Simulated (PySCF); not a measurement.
A PySCF script (with the pyscf-properties extension) for the NMR shieldings of SMILES C=C(O[SiH2]O)B(C)C, C4H11BO2Si, on a GFN2-xTB geometry:

```python
import basis_set_exchange as bse
import numpy as np
from pyscf import gto, dft
from pyscf.prop import nmr

atoms = """
C     0.755645   -1.744779    0.518715
C     0.264729   -0.531928    0.248051
O     1.096508    0.518906   -0.001299
Si    2.711079    0.688221   -0.082250
O     2.922386    2.260420   -0.413713
B    -1.265549   -0.181569    0.236239
C    -2.355466   -1.317737    0.276853
C    -1.673529    1.338447    0.195264
H     0.099231   -2.570948    0.715868
H     1.815537   -1.933952    0.560036
H     3.265904   -0.120630   -1.167188
H     3.356618    0.443410    1.203040
H     2.177561    2.787845   -0.690478
H    -2.065165   -2.221886   -0.251792
H    -2.523817   -1.606579    1.314973
H    -3.318048   -0.993799   -0.111670
H    -1.524980    1.714545   -0.818274
H    -2.710915    1.530152    0.458929
H    -1.037536    1.951110    0.831563
"""
names = dict.fromkeys(["C", "O", "Si", "B", "H"], "pcSseg-1")
basis = {el: gto.basis.parse(bse.get_basis(n, elements=[el], fmt="nwchem")) for el, n in names.items()}
mol = gto.M(atom=atoms, basis=basis, charge=0, verbose=0)
mf = dft.RKS(mol, xc="PBE0")
mf.grids.level = 2
mf.grids.alignment = dft.numint.BLKSIZE   # the property module wants whole blocks of grid points
mf.conv_tol = 1e-9
mf.kernel()

calc = nmr.RKS(mf)   # GIAO
C = mf.mo_coeff
Co = C[:, mf.mo_occ > 0]
resp = mf.gen_response(singlet=True, hermi=2)
def vind(x):   # induced exchange potential for any number of trial vectors
    d = np.einsum("pi,xij,qj->xpq", C, 2 * x.reshape(-1, C.shape[1], Co.shape[1]), Co, optimize=True)
    return np.einsum("xpq,pi,qj->xij", resp(d - d.transpose(0, 2, 1)), C, Co, optimize=True).ravel()
mo1, _ = nmr.rhf.solve_mo1(calc, with_cphf=vind)
sigma = calc.kernel(mo1)
for i, s in enumerate(sigma):   # ppm
    print("%2d %-2s %9.2f" % (i, mol.atom_pure_symbol(i), np.trace(s) / 3))
```

Q: What does it print?

A: 
```
 0 C      70.84
 1 C      11.48
 2 O     203.28
 3 Si    383.32
 4 O     313.20
 5 B      22.76
 6 C     175.46
 7 C     173.13
 8 H      26.26
 9 H      26.60
10 H      26.41
11 H      26.51
12 H      30.28
13 H      30.66
14 H      30.97
15 H      30.59
16 H      31.01
17 H      30.66
18 H      30.44
```

These numbers come from an equivalent density-fitted implementation of the same equations, which agrees with the script to about 0.01 ppm for H and up to a few tenths of a ppm for heavy atoms, so last digits may differ.

Size and cost of the density-fitted run: 198 basis functions, 83 s wall time on 1 thread of an Intel Xeon, shared host; peak memory 0.88 GiB.
